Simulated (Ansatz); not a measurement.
Calculated with Ansatz (gas phase, PBE0-D4/def2-TZVP geometries, no zero-point term in ΔE). CCSD(T)/CBS adds triple-zeta CCSD(T) − MP2 to the extrapolated MP2 energy (def2 sets, frozen cores). This one scheme is used for every species. Functionals use def2-TZVPP. B3LYP here is the variant with VWN-RPA as its local correlation; programs differ in this. One conformer a species, not always the lowest.

Reaction (ligand exchange at the Si–O bond): `CO[SiH2]CN` + PH₃ → `NC[SiH2]P` + CH₃OH

```tsv
level	ΔE (kJ/mol)	difference from CCSD(T)/CBS
PBE-D4	56.8	-16.1
r2SCAN-D4	70.3	-2.6
ωB97X-V	75.5	2.6
ωB97M-V	77.5	4.6
PBE	57.0	-15.9
PBE0	60.7	-12.2
B3LYP	77.8	4.9
HF/def2-TZVPP	93.8	20.9
MP2/def2-TZVPP	77.0	4.1
SCS-MP2/def2-TZVPP	82.3	9.4
CCSD/def2-TZVPP	79.5	6.6
CCSD(T)/def2-TZVPP	76.7	3.8
MP2/def2-QZVPP	75.2	2.3
SCS-MP2/def2-QZVPP	80.4	7.5
MP2/CBS(def2)	73.2	0.3
CCSD/CBS(def2)	75.7	2.8
CCSD(T)/CBS	72.9	0
```

Largest T1 diagnostic among the species: 0.013.

From PBE to PBE0 (25 % exact exchange), in def2-TZVPP and without D4, ΔE moves by +3.7 kJ/mol. In def2-TZVPP, CCSD(T) changes the Hartree–Fock value by −17.1 kJ/mol (the triples alone add −2.8 kJ/mol) and MP2 by −16.8 kJ/mol.
